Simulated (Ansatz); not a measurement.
`C[B](C)[InH2]` + H₂Se → `CB(C)[SeH]` + `[InH3]` at 700 K and 1 bar (cleavage of the B–In bond).

Computed with Ansatz on PBE0-D4/def2-TZVP structures; ΔE is electronic, products minus reactants. CBS: MP2 limit from def2 TZ/QZ plus the TZ coupled-cluster correction, frozen cores. Elements past krypton have def2 core potentials. For In, Se outer-core shells are correlated without core-valence functions, which leaves a few kJ/mol of doubt a bond. Scalar relativity is left out up to krypton. Each species was taken in one conformer, which may not be the lowest.

| species | CCSD(T)/CBS energy (Eh) | H − E (kJ/mol) | S (J/(mol·K)) |
| --- | --- | --- | --- |
| `C[B](C)[InH2]` | -295.49461 | 316.7 | 494.2 |
| H₂Se | -2401.89790 | 61.1 | 251.1 |
| `CB(C)[SeH]` | -2505.86300 | 299.8 | 454.5 |
| `[InH3]` | -191.56739 | 77.3 | 275.7 |

H − E and S are ideal-gas, rigid-rotor, harmonic terms from PBE0-D4/def2-TZVP, for one conformer and one mirror image of each species. 1 Eh = 2625.50 kJ/mol, R = 8.31446 J/(mol·K).

By hand: ΔE, ΔH, ΔS and ΔG.

ΔE = (-2505.86300) + (-191.56739) − (-295.49461) − (-2401.89790) = -0.03788 Eh = -99.5 kJ/mol. Δ(H − E) = 299.8 + 77.3 − 316.7 − 61.1 = -0.7, so ΔH = -100.2 kJ/mol. ΔS = 454.5 + 275.7 − 494.2 − 251.1 = -15.1 J/(mol·K). ΔG = -100.2 − 700 × (-15.1)/1000 = -89.6 kJ/mol.

By hand: the equilibrium constant, and the temperature at which ΔG would vanish if ΔH and ΔS stayed fixed.

log₁₀ K = −ΔG/(RT ln 10) = 6.7. ΔG = 0 at ΔH/ΔS = 6636 K, far beyond where these terms or the molecules hold.

ΔH outweighs TΔS. A doubt of 5 kJ/mol in ΔE shifts log₁₀ K by 0.4 here. Other conformers and mirror images would add mixing entropy, several J/(mol·K) or more a flexible species. These are equilibria of isolated gas molecules and say nothing of rates. Largest T1 diagnostic: 0.014 (customary marks: 0.02 for closed shells, 0.045 for open ones).
